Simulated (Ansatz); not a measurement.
Input for Ansatz (a program for electronic structure): R-wB97X-V/def2-TZVPP on C2H7Ga (SMILES C[CH2][GaH2]), a point of a torsion scan.

Ansatz 0.2 input:
```yaml
crystal:
  periodic: [false, false, false]
  atoms:
    - {symbol: C, position_ang: [-1.19138330, 0.48221292, 0.29463210]}
    - {symbol: C, position_ang: [-0.27673465, -0.59217358, -0.31959648]}
    - {symbol: Ga, position_ang: [1.69096313, -0.17844307, 0.01616640]}
    - {symbol: H, position_ang: [-2.24076493, 0.25414710, 0.10383026]}
    - {symbol: H, position_ang: [-0.97269536, 1.46371122, -0.13021388]}
    - {symbol: H, position_ang: [-1.04577356, 0.54164686, 1.37487561]}
    - {symbol: H, position_ang: [-0.47241995, -0.65317917, -1.39896748]}
    - {symbol: H, position_ang: [-0.53683993, -1.57068467, 0.10688626]}
    - {symbol: H, position_ang: [2.50541974, -0.67808020, 1.28288756]}
    - {symbol: H, position_ang: [2.57817085, 0.74139072, -0.92419571]}
basis:
  gaussian:
    orbitals: def2-TZVPP
hamiltonian:
  xc: {name: wB97X-V}
scf: {lower_state_search: off}
```

Problem. Predict the final total energy.

Solution. -2005.0812 hartree.

Problem. How many basis functions does it have, and what does it roughly cost on one machine?

Solution. 208 functions; around 8 core-seconds (rough).
